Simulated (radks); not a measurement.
Question: Coherent X-ray form factor from a spherical all-electron density. Method: scalar-relativistic Kohn-Sham, r2SCAN, spin-polarised, spherical densities, finite nucleus; meta-GGA in the generalised Kohn-Sham scheme; Fermi nuclear charge, rms radius of each element as measured or else 0.836 A^(1/3) + 0.57 fm; computed with a radial shooting solver on a logarithmic mesh with Libxc functionals.

sin(theta)/lambda (1/angstrom),f0 (electrons)
0.05,41.256
0.1,39.305
0.15,36.734
0.2,34.035
0.25,31.467
0.3,29.130
0.4,25.234
0.5,22.280
0.6,20.007
0.8,16.469
1,13.464
1.25,10.350
1.5,8.156
2,5.941

The species is in the configuration that NIST lists as its ground one. Which atom or ion scatters so?

Answer: The technetium ion Tc+, [Kr] 4d5 5s1. Extrapolating in s^2 from the first two rows gives f0(0) = 41.9, near the electron count 42; among species with that count, the fall with angle is slower the higher Z, and the table is that of Z = 43; from so few rows the species is fixed only to a neighbour or two.
